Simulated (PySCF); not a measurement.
## C₆ coefficients of unlike pairs at BLYP

Calculated with PySCF 2.14 from the dipole response of each species, C₆(A,B) = (3/π) ∫ α_A(iu) α_B(iu) du, in atomic units, from isotropic polarisabilities. For ions this is the dispersion term alone; charge-induced terms of lower order in 1/R come first.

```
species            configuration                                                                                              basis      relativity  α (bohr³)  C₆ (like pair)
   Pb³⁺  [Xe] 4f14 5d10 6s1 (2S)  aug-cc-pVQZ-PP with one added diffuse shell each of s, p, d, f, g type with ECP60MDF (8s8p6d4f3g)  core potential      8.399           44.96
   Ne²⁺        [He] 2s2 2p4 (3P)                                                                            aug-cc-pVDZ-DK (4s3p2d)   spin-free X2C     0.8437           1.077
     Ta   [Xe] 4f14 5d3 6s2 (4F)                               def2-TZVPPD with the def2 core potential (60 electrons) (6s5p3d2f1g)  core potential      77.56           936.7
```

(1) Estimate C₆ for Ta with Ne²⁺.

No spin-orbit coupling is included.

The other pairs:

```
      pair     C₆
  Ta, Pb³⁺  172.0
Ne²⁺, Pb³⁺  6.616
```

Answers

(1) The integral gives 21.16. The combination rule 2 C_A C_B / (C_A α_B/α_A + C_B α_A/α_B) gives 18.48 and the geometric mean 31.77.
